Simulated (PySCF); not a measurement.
Species: C8H6O2.
SMILES with atom numbers: `[cH:1]1[cH:2][o:3][c:4](-[c:5]2[cH:6][cH:7][cH:8][o:9]2)[cH:10]1` (hydrogens: H11 on C1; H12 on C2; H13 on C6; H14 on C7; H15 on C8; H16 on C10)

All values: CAM-B3LYP/def2-SVPD (PySCF, non-relativistic), on one gas-phase PBE0-D3(BJ)/def2-SVP geometry that isn't relaxed in the solvent. The solvent is an IEF-PCM continuum (van der Waals radii × 1.2), and excitations are vertical TDDFT with non-equilibrium linear response and a frozen core. The model holds no explicit solvent molecules, cavitation or dispersion.

Gas-phase singlets (H = HOMO, L = LUMO):

```json
{"state": "S1", "E (eV)": "4.636", "λ (nm)": "267", "f": "0.586", "leading configurations": "H→L 98%"}
{"state": "S2", "E (eV)": "5.829", "λ (nm)": "213", "f": "0.000", "leading configurations": "H→L+1 91%"}
{"state": "S3", "E (eV)": "6.143", "λ (nm)": "202", "f": "0.000", "leading configurations": "H→L+3 80%"}
{"state": "S4", "E (eV)": "6.349", "λ (nm)": "195", "f": "0.024", "leading configurations": "H→L+2 89%"}
{"state": "S5", "E (eV)": "6.454", "λ (nm)": "192", "f": "0.008", "leading configurations": "H→L+6 52%, H-2→L 40%"}
```

**Question.** How does the list change in dichloromethane (ε = 8.93)?

**Answer.** 
| state | E (eV) | λ (nm) | f | leading configurations | change by rank (eV) |
| --- | --- | --- | --- | --- | --- |
| S1 | 4.466 | 278 | 0.681 | H→L 98% | -0.170 |
| S2 | 5.770 | 215 | 0.000 | H→L+1 92% | -0.059 |
| S3 | 6.144 | 202 | 0.000 | H→L+3 84% | +0.001 |
| S4 | 6.437 | 193 | 0.032 | H→L+2 87% | +0.088 |
| S5 | 6.462 | 192 | 0.014 | H→L+5 55%, H-2→L 38% | +0.008 |

**Question.** How does the list change in acetone (ε = 20.49)?

**Answer.** 
```tsv
state	E (eV)	λ (nm)	f	leading configurations	change by rank (eV)
S1	4.484	276	0.669	H→L 98%	-0.152
S2	5.764	215	0.000	H→L+1 92%	-0.065
S3	6.152	202	0.000	H→L+2 83%	+0.009
S4	6.450	192	0.031	H→L+3 87%	+0.101
S5	6.466	192	0.013	H→L+5 55%, H-2→L 38%	+0.012
```

**Question.** The ground-state energy changes by -0.174 eV from gas to acetone. By how much does the total energy of gas-phase S1 change?

**Answer.** E(S1) = E(S0) + excitation energy, so it changes by -0.174 − 0.152 = -0.326 eV: it is lowered more than the ground state, which is what a red shift means. This is the vertical state, with the slow part of the continuum still set for S0.

**Question.** How do the frontier levels move from gas to acetone?

**Answer.** 
| orbital | gas (eV) | solvent (eV) | change (eV) | Löwdin shares, gas | Löwdin shares, solvent |
| --- | --- | --- | --- | --- | --- |
| LUMO+2 | 1.81 | 1.92 | +0.11 | C8 13 %, C2 13 %, C7 12 %, C1 12 % | C1 16 %, C7 16 %, C2 14 %, C8 14 % |
| LUMO+1 | 1.47 | 1.44 | -0.03 | C2 9 %, C8 9 %, C10 8 %, C1 8 % | C4 9 %, C5 9 %, C6 9 %, C10 9 % |
| LUMO | 0.17 | 0.11 | -0.06 | C4 12 %, C5 12 %, C10 12 %, C6 12 % | C6 12 %, C10 12 %, C5 12 %, C4 12 % |
| HOMO | -6.99 | -7.04 | -0.05 | C2 14 %, C8 14 %, C5 12 %, C4 12 % | C8 14 %, C2 14 %, C4 12 %, C5 12 % |
| HOMO-1 | -9.20 | -9.25 | -0.05 | C7 16 %, C1 16 %, C8 14 %, C2 14 % | C1 16 %, C7 16 %, C2 14 %, C8 14 % |
| HOMO-2 | -9.62 | -9.69 | -0.07 | C7 15 %, C1 15 %, C6 13 %, C10 13 % | C1 15 %, C7 14 %, C10 13 %, C6 13 % |
| HOMO-3 | -9.69 | -9.78 | -0.09 | O3 16 %, O9 16 %, C10 14 %, C6 14 % | O9 16 %, O3 16 %, C6 14 %, C10 14 % |

The HOMO–LUMO gap goes from 7.16 to 7.15 eV. Rows go by rank; for LUMO+1 and LUMO+2 the atom shares or the degeneracy differ between the runs, so the row needn't follow one orbital.

The run took 71 s wall on one thread, Intel Xeon Platinum 8259CL at 2.50 GHz (x86_64), no GPU, shared host, and the process peaked at 1.3 GiB of memory. This is the whole response run at CAM-B3LYP/def2-SVPD in acetone, SCF included.

The values belong to the conformer `[cH:1]1[cH:2][o:3][c:4](-[c:5]2[cH:6][cH:7][cH:8][o:9]2)[cH:10]1`: O3–C4–C5–C6 0°.
